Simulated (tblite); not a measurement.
Compound: C7H12 (charge +1 and doublet state).
Z-matrix (Å and degrees, GFN2-xTB geometry), rows numbered from 1:
```
C 
C   1  1.3668
C   2  1.4630  1  132.76
C   3  1.5141  2  121.97  1    -6.58
C   4  1.5255  3  115.57  2    37.90
C   5  1.5254  4  114.91  3   -77.53
C   1  1.4632  2  132.82  3     0.06
H   1  1.0851  2  114.91  3  -177.68
H   2  1.0852  1  114.95  3   177.63
H   3  1.1014  2  107.71  1  -133.76
H   3  1.1051  2  105.08  1   118.98
H   4  1.0923  3  107.85  2   160.81
H   4  1.0942  3  109.54  2   -84.71
H   5  1.0902  4  107.79  3   162.27
H   5  1.0928  4  108.89  3    44.76
H   6  1.0925  5  109.51  4  -160.43
H   6  1.0942  5  108.29  4   -45.65
H   7  1.1048  1  105.07  2  -119.04
H   7  1.1015  1  107.74  2   133.68
```

All values are computed: GFN2-xTB (tblite) harmonic vibrations without scaling, gas phase. Against measured fundamentals such values can be off by several per cent, at times by over 20. One conformer, not necessarily the lowest. Open shells enter through the occupations alone, without spin polarisation, and single modes of such species can be off by tens of per cent.

Harmonic wavenumbers (cm⁻¹): 101.8, 104.8, 277.6, 287.1, 356.9, 370.7, 530.9, 627.9, 673.3, 766.6, 792.7, 793.0, 868.5, 886.2, 894.5, 910.7, 935.1, 993.0, 1056.9, 1077.2, 1083.5, 1118.0, 1133.4, 1186.8, 1193.8, 1217.8, 1265.2, 1266.6, 1305.3, 1320.5, 1322.7, 1336.8, 1343.8, 1363.2, 1389.7, 1421.1, 1433.9, 1443.4, 1564.0, 2811.8, 2813.5, 2882.1, 2884.3, 2942.2, 2948.9, 2972.6, 2986.0, 2989.5, 3011.9, 3034.0, 3045.2.

A = 3331, B = 3013, C = 1718 MHz; mass 96.094 u (most abundant isotopes); point group Cs, symmetry number 1; spin multiplicity 2.

Task: What is the zero-point energy?

Result: ½Σν̃ = 36668 cm⁻¹ = 438.65 kJ/mol.

Task: Give the ideal-gas entropy at 200 K and 1 bar in the rigid-rotor, harmonic-oscillator model (classical rotation).

Result: Translation 157.49, rotation 109.35, vibration 37.26, spin (R ln 2) 5.76: S = 309.9 J/(mol K).

Task: And Cp and H(200 K) − H(0)?

Result: Cp = 84.82 J/(mol K), of which vibrations give 51.56 (their classical limit is 51 R = 424.0); H(200 K) − H(0) = 11.13 kJ/mol without the zero-point energy, 4.48 from vibrations.

Task: How do the functions run with temperature in this model?

Result: 
```
 T (K)  S (J/(mol K))  Cp (J/(mol K))  H − H(0) (kJ/mol)  G − H(0) (kJ/mol)  ln q(vib)
   150          288.0            68.7               7.30             -35.89       1.14
   250          330.8           104.3              15.84             -66.86       2.49
298.15          351.0           125.3              21.36             -83.27       3.21
   400          394.2           170.8              36.46            -121.21       4.89
   600          478.2           243.9              78.37            -208.52       8.62
   900          591.5           314.2             162.97            -369.41      14.56
```

q(vib) and H(0) count from the zero-point level.

Task: Which modes carry the vibrational entropy at 200 K?

Result: 101.8 cm⁻¹: 11.09; 104.8 cm⁻¹: 10.86; 277.6 cm⁻¹: 3.82; 287.1 cm⁻¹: 3.62; 356.9 cm⁻¹: 2.44; 370.7 cm⁻¹: 2.25 J/(mol K); the other 45 give 3.18 together.

Task: Blend soft modes into free rotors: weight 1/[1 + (100 cm⁻¹/ν̃)⁴] for the oscillator and the rest for a rotor with moment μB/(μ + B), μ = h/(8π²ν), B = 10⁻⁴⁴ kg m². What vibrational entropy results?

Result: 36.59 J/(mol K) in place of 37.26, which changes −T·S at 200 K by +0.13 kJ/mol.

Task: What must be added to the electronic energy to get the Gibbs energy at 200 K and 1 bar?

Result: ZPE + [H(200 K) − H(0)] − T·S = 438.65 + 11.13 − 61.97 = 387.81 kJ/mol.

Hindered rotation and anharmonicity are outside this model. Other conformers, if any are populated, would add a mixing term that is left out.
